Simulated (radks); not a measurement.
Problem. Radial electron density D(r) = 4 pi r^2 rho(r) of an atom or ion with 60 electrons. Calculated with a radial shooting solver on a logarithmic mesh with Libxc functionals: Dirac Kohn-Sham, LDA (Slater exchange, Perdew-Wang correlation), spin-unpolarised, spherical densities, finite nucleus; Fermi nuclear charge, rms radius of each element as measured or else 0.836 A^(1/3) + 0.57 fm.

```
   r/bohr * D(r) (the largest magnitude, 104, reaches the edge; | marks zero)
 0.003359 |          *
 0.004588 |                *
 0.006219 |                       *
 0.008496 |                               *
  0.01161 |                                      *
  0.01573 |                                          *
  0.02149 |                                        *
  0.02936 |                                     *
  0.03979 |                                       *
  0.05436 |                                                *
  0.07426 |                                                      *
   0.1006 |                                               *
   0.1375 |                                        *
   0.1878 |                                              *
   0.2546 |                                        *
   0.3478 |                     *
   0.4751 |                   *
   0.6439 |                   *
   0.8797 |          *
    1.202 |     *
    1.629 |   *
    2.225 | *
     3.04 |*
     4.12 *
    5.628 *
    7.689 *
    10.42 *
    14.24 *
```

What is the nuclear charge?

Solution. Z = 60. The innermost maximum, from 1s, lies near gamma/Z bohr with gamma = sqrt(1 - (Z/c)^2) = 0.899, here 0.015 bohr (found: 0.0165), and its height grows with Z. The density is that of neutral neodymium in [Xe] 4f4 6s2; the configuration itself is not fixed sharply by these data, and Z only to a few units. D(r) has 4 maxima, at r = 0.0165, 0.0731, 0.205, 0.567 bohr, and minima at 0.0321, 0.135, 0.411 bohr, inside which lie 2.02, 11.23, 29.12 electrons.
